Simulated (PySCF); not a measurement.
H₄BO₂P (SMILES OB(O)P), singlet, at a GFN2-xTB geometry.

Input for PySCF:
```python
from pyscf import gto, scf, dft

mol = gto.M(
    atom='''
B    -0.37572431    0.05195044   -0.32115447
O    -1.02593490   -1.06706638   -0.69714595
H    -1.76833739   -0.99388756   -1.30062050
O    -0.66613303    1.30125093   -0.73498187
H    -1.39963745    1.43299932   -1.33939212
P     1.00654214   -0.13707633    0.99153107
H     1.89406499    0.73952063    0.39898294
H     1.59094265   -1.25571601    0.43085858
''',
    basis='def2-svpd',
    verbose=4,
    max_memory=1800,
)

mf = dft.RKS(mol)
mf.xc = 'r2scan'
mf = mf.density_fit(auxbasis='def2-universal-jkfit')
mf.kernel()
```

Problem. Give the Mulliken (on the basis functions themselves) charges in atom order at the level DF-R2SCAN/def2-SVPD (PySCF).

Solution. B1 0.66, O2 -0.42, H3 0.10, O4 -0.42, H5 0.10, P6 -0.53, H7 0.26, H8 0.26

Problem. Give the HOMO energy at the level DF-R2SCAN/def2-SVPD.

Solution. -6.26 eV

Problem. What is the computed total energy (DF-R2SCAN/def2-SVPD)?

Solution. -518.8157 Eh

Problem. What is the computed HOMO-LUMO gap (DF-R2SCAN/def2-SVPD)?

Solution. 5.87 eV

Problem. Roughly what does it cost on one core?

Solution. about 16 core-seconds (a rough figure).
